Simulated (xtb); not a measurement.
Ge(OMe)4 (C4H12GeO4), SMILES C[O][Ge]([O]C)([O]C)[O]C. All values are semi-empirical tight-binding results from xtb (GFN2-xTB unless named), good for trends rather than for accurate numbers. Coordinates come from a GFN2-xTB optimisation. The isomer is the one that the SMILES or the coordinates give; other isomers of the formula were not compared. The values are those of a single conformer.

For metal compounds this method's bond lengths and energies can be far off.

Computed properties:
| Property | Value |
|---|---|
| point group as xtb finds it | S4 |
| orbital gap | 6.33 eV |
| zero-point energy | 100.9 kcal/mol |
| G − E(el) at 298.15 K (modified RRHO) | 73.9 kcal/mol |
